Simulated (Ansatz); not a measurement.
Two isomers of C2H5ClSi: A = `Cl[SiH]1CC1`, B = `ClC1C[SiH2]1`.

Calculated with Ansatz (gas phase, PBE0-D4/def2-TZVP geometries, no zero-point term in ΔE). CCSD(T)/CBS is the MP2 limit (def2-TZVPP, def2-QZVPP) plus CCSD(T) − MP2 in def2-TZVPP, frozen cores. Functionals use def2-TZVPP. B3LYP here is the variant with VWN-RPA as its local correlation; programs differ in this.

Task: Which is lower in electronic energy at CCSD(T)/CBS, and by how much? (An estimate is asked.)

Result: The calculation gave: A, by 38.2 kcal/mol.

Task: Give E(B) − E(A) in kcal/mol with PBE-D4, PBE0-D4, B3LYP-D4, HF/def2-TZVPP, MP2/def2-TZVPP, ωB97M-V, CCSD(T)/def2-TZVPP. (Best estimate.)

Result: The calculation gave: PBE-D4 36.5, PBE0-D4 37.9, B3LYP-D4 37.5, HF/def2-TZVPP 40.2, MP2/def2-TZVPP 39.0, ωB97M-V 38.5, CCSD(T)/def2-TZVPP 37.9. None reverses the order clearly.

Task: Does the order hold for the free energy at 298.15 K (harmonic terms from PBE0-D4)? (Best estimate.)

Result: Computed: Yes: G(B) − G(A) = +36.5 kcal/mol.

Largest T1 diagnostic: 0.011.

Leaving LDA and LC-ωPBE aside and taking each functional with its dispersion term where it has one, the values, not all of them listed here, spread over 3.8 kcal/mol, from revPBE-D4 to B97M-V. LDA lies −0.8 kcal/mol from PBE without D4. From PBE to PBE0 (25 % exact exchange), in def2-TZVPP and without D4, E(B) − E(A) moves by +1.4 kcal/mol.
